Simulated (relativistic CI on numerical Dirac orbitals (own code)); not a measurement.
**Ag3+: resonant inelastic scattering at the L2,3 edge**

Computed with this model: Dirac-Coulomb-Breit CI, KLI orbitals optimised for each configuration, model QED, Kramers-Heisenberg scattering through one core-hole configuration in a parametric crystal field, unscaled Slater integrals; configurations [Kr] 4d8 → [He] 2s2 2p5 3s2 3p6 3d10 4s2 4p6 4d9; 80 K; core-hole width 1.6 eV; summed over polarisations. Incident energies are the highest absorption maxima for each field (at most a few, so the weaker spin-orbit partner edge can be absent), on the computed scale of the free ion. Intensities are in per cent of the strongest line above 0.02 eV; levels within 1 cm⁻¹ are merged; final levels count from the ground level, the first row holds all elastic scattering, lines under 0.4 are left out and each table stops after 24 rows. The scale of the Slater integrals is a model choice and moves the terms in proportion.

Field parameters in Wybourne normalisation: D3d B²₀ = −7Dσ, B⁴₀ = −14Dq − 21Dτ, B⁴₃ = −14√(10/7) Dq; D4h B²₀ = −7Ds, B⁴₀ = 21(Dq − Dt), B⁴₄ = 21√(5/14) Dq. The field is a parameter set, without covalency.

S is read from ⟨S²⟩ = S(S + 1).

D3d, 10Dq = 18400, Dσ = 0, Dτ = -430 cm⁻¹:

```csv
Final level (eV),Degeneracy,Irrep,S,3352.8 eV,3526.1 eV
0.000,1,A1,1.00,495.6,49.7
0.001,2,E,1.00,39.7,4.5
1.756,2,E,0.69,88.9,3.1
1.967,1,A2,1.00,44.8,6.8
1.990,2,E,1.00,93.4,21.8
2.053,1,A1,0.99,66.1,16.1
2.134,2,E,0.71,47.9,29.8
2.299,2,E,0.92,100.0,33.1
2.306,1,A2,1.00,45.1,9.7
2.896,1,A1,0.88,13.1,1.9
3.112,1,A2,1.00,5.3,10.8
3.152,2,E,0.99,21.6,21.3
3.253,2,E,0.98,44.6,18.8
3.523,1,A1,0.81,23.4,12.1
3.618,2,E,0.97,45.0,22.6
3.709,1,A1,0.56,13.1,32.1
3.935,2,E,0.19,17.2,14.9
4.103,1,A1,0.22,10.5,8.0
4.717,2,E,0.17,12.4,32.2
4.841,1,A2,0.20,5.8,16.7
5.046,2,E,0.99,15.8,5.3
5.082,1,A1,0.98,0.9,3.8
5.099,2,E,0.96,11.3,6.3
5.108,1,A2,0.92,2.7,3.8
```

D4h, 10Dq = 40750, Ds = 2800, Dt = 70 cm⁻¹:

| Final level (eV) | Degeneracy | Irrep | S | 3354 eV | 3355.1 eV | 3528.4 eV |
| --- | --- | --- | --- | --- | --- | --- |
| 0.000 | 3 | B2+E | 1.00 | 210.4 | 226.6 | 42.8 |
| 1.257 | 1 | A1 | 0.02 | 21.7 | 16.8 | 6.3 |
| 2.033 | 1 | B1 | 0.03 | 11.8 | 19.2 | 10.5 |
| 4.534 | 1 | A1 | 0.32 | 12.5 | 12.4 | 12.4 |
| 4.657 | 1 | A1 | 0.86 | 41.9 | 17.6 | 6.5 |
| 4.686 | 1 | A2 | 0.99 | 37.0 | 15.1 | 2.8 |
| 4.769 | 2 | E | 1.00 | 95.9 | 31.6 | 5.7 |
| 4.954 | 1 | B1 | 0.99 | 24.5 | 19.0 | 3.4 |
| 4.959 | 1 | B2 | 1.00 | 34.9 | 18.6 | 5.9 |
| 5.065 | 2 | E | 1.00 | 32.0 | 100.0 | 27.0 |
| 5.074 | 1 | B1 | 1.00 | 13.6 | 32.7 | 7.6 |
| 5.151 | 2 | E | 1.00 | 24.1 | 8.4 | 8.1 |
| 5.186 | 1 | A1 | 0.99 | 12.5 | 2.7 | 5.8 |
| 6.245 | 1 | A2 | 0.04 | 8.4 | 7.4 | 5.6 |
| 6.783 | 2 | E | 0.03 | 16.3 | 9.6 | 5.5 |
| 7.016 | 1 | B2 | 0.47 | 6.8 | 17.8 | 1.9 |
| 7.192 | 1 | B1 | 1.00 | 13.4 | 41.5 | 6.2 |
| 7.229 | 2 | E | 0.99 | 16.9 | 42.6 | 21.7 |
| 7.248 | 1 | B2 | 0.76 | 11.2 | 33.6 | 10.6 |
| 7.305 | 1 | A2 | 1.00 | 3.4 | 7.2 | 16.9 |
| 7.319 | 1 | A1 | 0.99 | 3.9 | 9.0 | 18.8 |

For the first field the strongest loss at the lowest incident energy is the level at 2.30 eV (S = 0.92, against 1.00 in the thermal ground state). Levels of other spin, the first over 8 % at 3.94 eV, appear because spin-orbit coupling of the core hole, and in heavier ions of the valence shell too, mixes spins.
